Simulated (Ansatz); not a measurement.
Start from `C[N](C)[GaH][BH]Br` and change one atom or group to get `C[N](C)[GaH][Br]`.

Ansatz, PBE0-D4/def2-TZVP geometries, multiplicity 1. Each molecule was computed in one conformer, which needn't be the lowest.

Scalar relativity is left out up to krypton.

```json
{"property": "HOMO energy (PBE/def2-TZVPP) / eV", "`C[N](C)[GaH][BH]Br`": "-5.37"}
{"property": "HOMO energy (ωB97M-V/def2-TZVPP) / eV", "`C[N](C)[GaH][BH]Br`": "-8.64"}
{"property": "size of the dipole moment (PBE/def2-TZVPP) / D", "`C[N](C)[GaH][BH]Br`": "1.80"}
{"property": "HOMO energy (B3LYP/def2-TZVPP) / eV", "`C[N](C)[GaH][BH]Br`": "-6.26"}
{"property": "LUMO energy (PBE/def2-TZVPP) / eV", "`C[N](C)[GaH][BH]Br`": "-3.39"}
{"property": "HOMO–LUMO gap (PBE0/def2-TZVPP) / eV", "`C[N](C)[GaH][BH]Br`": "3.80"}
```

**Question.** Give the same properties after the change, and the shifts. (Best estimate.)

**Answer.** Computed: 
```csv
property,`C[N](C)[GaH][Br]`,shift
HOMO energy (PBE/def2-TZVPP) / eV,-5.43,-0.06
HOMO energy (ωB97M-V/def2-TZVPP) / eV,-8.89,-0.25
size of the dipole moment (PBE/def2-TZVPP) / D,2.47,0.67
HOMO energy (B3LYP/def2-TZVPP) / eV,-6.44,-0.18
LUMO energy (PBE/def2-TZVPP) / eV,-1.60,1.79
HOMO–LUMO gap (PBE0/def2-TZVPP) / eV,5.76,1.96
```

With PBE0 the HOMO falls by 0.20 eV and the LUMO rises by 1.78 eV, so the gap widens by about 1.98 eV. PBE moves the HOMO by -0.06 eV and ωB97M-V by -0.25 eV. Dipoles are sizes alone; their direction can turn.

B3LYP here is the variant with VWN-RPA as its local correlation; programs differ in this.

Spin–orbit coupling is left out; it splits and shifts lone-pair levels of the heavy atoms by tenths of an eV.
